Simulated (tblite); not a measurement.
Compound: C₇H₁₃N.
Cartesian coordinates in Å at the GFN2-xTB level; atoms count from 1:
```xyz
21
C7H13N angstrom
N      2.6367   -0.0390   -0.5187
C      1.8111   -1.0201    0.1718
C      0.8109   -0.3050    1.0487
C     -0.4009   -1.0333    1.5608
C     -0.5517    0.0444    0.5350
C     -1.2806    1.3664    0.7195
C     -1.8513    1.2195   -0.7027
C     -1.0939   -0.1093   -0.8786
H      2.0524    0.5636   -1.0887
H      3.3016   -0.5001   -1.1300
H      1.2750   -1.7020   -0.5105
H      2.4778   -1.6268    0.7943
H      1.2775    0.4119    1.7135
H     -0.7332   -0.8344    2.5689
H     -0.5409   -2.0580    1.2480
H     -0.6245    2.2245    0.8598
H     -2.0274    1.3631    1.5125
H     -2.9338    1.1227   -0.7406
H     -1.5451    2.0039   -1.3915
H     -1.7306   -0.9812   -1.0257
H     -0.3380   -0.0939   -1.6632
```

Computed with GFN2-xTB (tblite): harmonic, unscaled wavenumbers at the GFN2-xTB geometry, gas phase. This tight-binding method is rough: wavenumbers can miss measured ones by several per cent, in bad cases by 10 to 20. One conformer, not necessarily the lowest.

Harmonic wavenumbers (cm⁻¹): 52.2, 94.1, 142.0, 178.6, 266.1, 322.3, 347.5, 418.2, 463.1, 577.1, 775.1, 817.1, 819.6, 858.3, 894.8, 915.2, 920.1, 980.0, 1013.6, 1032.1, 1038.8, 1059.1, 1061.9, 1099.2, 1113.4, 1124.2, 1153.1, 1166.4, 1188.0, 1191.3, 1211.6, 1239.4, 1242.5, 1256.3, 1267.8, 1302.5, 1364.3, 1424.6, 1468.8, 1470.9, 1487.3, 1491.9, 1509.0, 1560.1, 2818.7, 2937.3, 2978.0, 2985.6, 2996.8, 3001.7, 3015.0, 3021.7, 3048.4, 3078.1, 3089.9, 3386.9, 3420.4.

A = 3379, B = 1456, C = 1246 MHz; mass 111.105 u (most abundant isotopes); point group C1, symmetry number 1.

Task: What is the zero-point energy?

Result: Half the sum of the wavenumbers: 41079 cm⁻¹ = 491.41 kJ/mol.

Task: What is S at 400 K and 1 bar for an ideal gas of classical rigid rotors and harmonic oscillators?

Result: Translation 173.71, rotation 122.29, vibration 130.95: S = 427.0 J/(mol K).

Task: And Cp and H(400 K) − H(0)?

Result: Cp = 191.12 J/(mol K), of which vibrations give 157.86 (their classical limit is 57 R = 473.9); H(400 K) − H(0) = 41.82 kJ/mol without the zero-point energy, 28.52 from vibrations.

Task: How do the functions run with temperature in this model?

Result: 
```csv
T (K),S (J/(mol K)),Cp (J/(mol K)),H − H(0) (kJ/mol),G − H(0) (kJ/mol),ln q(vib)
50,235.8,48.9,1.97,-9.82,0.34
100,275.2,66.6,4.86,-22.66,1.20
298.15,378.4,141.8,24.85,-87.95,5.06
373.15,414.1,178.3,36.86,-117.67,6.60
500,474.4,234.6,63.17,-174.04,9.37
750,585.8,314.1,132.53,-306.83,15.09
1000,683.7,365.6,217.91,-465.80,20.76
```

q(vib) and H(0) count from the zero-point level.

Task: What must be added to the electronic energy to get the Gibbs energy at 400 K and 1 bar?

Result: ZPE + [H(400 K) − H(0)] − T·S = 491.41 + 41.82 − 170.78 = 362.45 kJ/mol.

Hindered rotation and anharmonicity are outside this model. Other conformers, if any are populated, would add a mixing term that is left out. The structure is chiral; the term R ln 2 for an equal mix with its mirror image is left out.
